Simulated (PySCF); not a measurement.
Members of one family of related compounds. Method used: PySCF 2.14.0, density-fitted response routines, TDDFT PBE0/def2-SVPD, vertical, gas phase, core orbitals frozen in the response. Geometries: GFN2-xTB; one conformer of each isolated species. Triplets are in the Tamm–Dancoff approximation.

Task: Rank by computed lowest singlet excitation energy, lowest first.
A. `CC[Si@H](F)CCl`
B. `CC[C@H](F)[SiH2]Cl`
C. `CC[C@H](CCl)[SiH2]F`
D. `F[C@@H](C[SiH3])CCl`

Result: A (6.62 eV), B (6.85 eV), C (7.20 eV), D (7.38 eV).

| SMILES | S1 (eV) | LUMO (eV) | first f ≥ 0.01 (nm) | T1 (eV) | HOMO (eV) | S1 mainly |
| --- | --- | --- | --- | --- | --- | --- |
| CC[Si@H](F)CCl | 6.62 | -0.10 | 187 | 5.98 | -8.21 | H→L (94%) |
| CC[C@H](F)[SiH2]Cl | 6.85 | -0.10 | 160 | 6.43 | -8.35 | H→L (98%) |
| CC[C@H](CCl)[SiH2]F | 7.20 | 0.10 | 172 | 6.66 | -8.43 | H→L (76%) |
| F[C@@H](C[SiH3])CCl | 7.38 | 0.21 | 146 | 6.70 | -8.68 | H→L (78%) |

H and L stand for HOMO and LUMO.

Without π bonds the low states are Rydberg-like; a valence basis with one diffuse set may place them up to an eV too high.
